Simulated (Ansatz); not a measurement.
Calculation: B3LYP-D3(BJ)/def2-TZVP // PBE0-D3(BJ)/def2-SVP (Ansatz, a quantum-chemistry and plane-wave program). Isolated molecules, 0 K electronic values unless said otherwise. One relaxed conformer stands for a flexible species; it need not be the lowest. B3LYP has the VWN-RPA correlation part, as in Gaussian.  In the def2 sets, heavy atoms carry core potentials.

Reference species (SMILES): `[CH3][Sn]([OH])([OH])[OH]` (neutral, multiplicity 1).

```json
{
 "HOMO": "-8.13 eV",
 "vertical ionisation energy (Delta-SCF)": "10.26 eV"
}
```

Changed species: `[OH][Sn]([CH](C)C)([OH])[OH]` (Y = isopropyl; the reference has Y = methyl).

Question: What does the change do to the HOMO and vertical ionisation energy (Delta-SCF)?

Answer: the HOMO goes up by 0.51 eV, to -7.62 eV; the vertical ionisation energy (Delta-SCF) falls by 0.71 eV, to 9.55 eV.
